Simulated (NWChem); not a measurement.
# SnHOI, singlet; SMILES [OH][Sn][I]

Computed with NWChem. Low-valent species are run as closed-shell singlets; no triplet was tried in these runs. def2 effective core potentials on Sn, I; no spin-orbit coupling. Each level has its own optimisation; frequencies are unscaled. One conformer.

**Question.** Among these, which level gives the highest value of “highest harmonic frequency (cm⁻¹)”?
(A) LDA (Slater exchange, VWN5)/def2-SVP
(B) PBE/def2-SVP
(C) PBE0/def2-SVP

**Answer.** C, PBE0/def2-SVP. Values: PBE/def2-SVP 3678; LDA (Slater exchange, VWN5)/def2-SVP 3679; PBE0/def2-SVP 3866
